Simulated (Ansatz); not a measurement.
Total energies of Ga₁₃P₁₃H₃₀, a nanocrystal cut from zinc blende GaP (hydrogen-capped) from Ansatz at PBE0-D4/def2-TZVP, gas phase (1 Eh = 27.2114 eV = 2625.5 kJ/mol). The reference geometry is relaxed at PBE-D4/def2-SVP.

Cartesian coordinates in Å:
```
Ga -1.393 -2.469 1.094
Ga -3.311 0.860 2.411
Ga -0.973 -1.102 4.879
Ga 1.983 -0.890 2.123
Ga 0.003 2.409 3.421
Ga -3.858 -0.572 -1.518
Ga -2.021 -3.851 -2.657
Ga 1.481 -2.203 -1.479
Ga -1.037 -0.310 -4.043
Ga -0.370 0.992 -0.310
Ga 3.138 2.700 0.616
Ga 2.645 1.411 -2.919
Ga 5.042 -0.546 -0.504
P -2.380 -1.250 2.901
P -2.891 -2.587 -0.769
P -4.695 0.511 0.467
P 0.410 -1.103 0.345
P -1.427 2.048 1.539
P 0.791 0.233 3.868
P 3.719 0.504 1.247
P 1.881 3.587 2.473
P -1.931 0.728 -2.083
P -0.192 -2.336 -3.185
P 3.248 -0.729 -2.136
P 0.904 1.030 -4.543
P 1.463 2.315 -1.047
H -0.932 -3.904 1.552
H -4.089 1.643 3.533
H -0.394 -2.539 5.184
H -1.721 -0.191 5.936
H 2.550 -2.276 2.614
H -0.669 3.242 4.576
H -4.949 -0.610 -2.652
H -1.405 -5.197 -2.108
H -3.079 -3.757 -3.829
H 2.033 -3.630 -1.102
H -2.039 -0.340 -5.256
H 4.265 3.699 0.160
H 3.757 2.370 -3.488
H 5.427 -2.002 -0.027
H 6.073 0.528 -1.039
H -3.518 -2.022 3.306
H -4.021 -3.337 -0.303
H -5.862 -0.202 0.890
H -5.339 1.738 0.110
H -1.895 3.331 1.106
H 1.750 0.442 4.912
H 4.630 0.708 2.335
H 2.805 3.853 3.533
H 1.510 4.942 2.197
H -2.392 2.031 -2.463
H 0.465 -2.921 -4.318
H 3.847 -1.340 -3.286
H 1.517 0.484 -5.715
H 0.492 2.280 -5.107
H 0.953 3.595 -1.443
```

| state | geometry | energy (Eh) |
| --- | --- | --- |
| charge 0 singlet | reference | -29474.83314 |
| charge 1 doublet | reference | -29474.54029 |
| charge -1 doublet | reference | -29474.85762 |
| free Ga atom (doublet) | – | -1924.55212 |
| free P atom (quartet) | – | -341.13505 |
| free H atom (doublet) | – | -0.50104 |

Single mean-field runs in def2-TZVP are fitted with def2-universal-jkfit.

Work out the vertical ionisation energy to the doublet.

E(charge 1 doublet) − E(charge 0 singlet) = -29474.54029 − (-29474.83314) = 0.29285 Eh = 7.97 eV. For comparison, −ε of the highest occupied level is 6.95 eV at this level, 1.02 eV less.

Work out the vertical electron affinity, to the doublet.

E(charge 0 singlet) − E(charge -1 doublet) = -29474.83314 − (-29474.85762) = 0.02448 Eh = 0.67 eV. The basis lacks diffuse functions, which makes affinities too small.

Give the fundamental gap IE − EA, the Mulliken electronegativity (IE + EA)/2 and the hardness (IE − EA)/2.

From the values in Eh: IE − EA = 0.29285 − 0.02448 = 0.26837 Eh = 7.30 eV; (IE + EA)/2 = 4.32 eV; (IE − EA)/2 = 3.65 eV. The HOMO–LUMO gap of the same run is 5.48 eV, 1.82 eV smaller than the fundamental gap.

What is the binding energy per atom against free atoms?

Atoms: 13 × (-1924.55212) + 13 × (-341.13505) + 30 × (-0.50104) = -29468.96441 Eh. Binding: -29468.96441 − (-29474.83314) = 5.86873 Eh = 159.70 eV, or 2.85 eV for each of 56 atoms (no zero-point energy, no counterpoise term).

At PBE0-D4/def2-TZVP the highest occupied level of the charge -1 doublet lies above zero (up to 0.30 eV). By energy differences its removal costs 0.67 eV (vertical, to the charge 0 singlet, at PBE0-D4/def2-TZVP); self-interaction error and the lack of diffuse functions both raise the level.
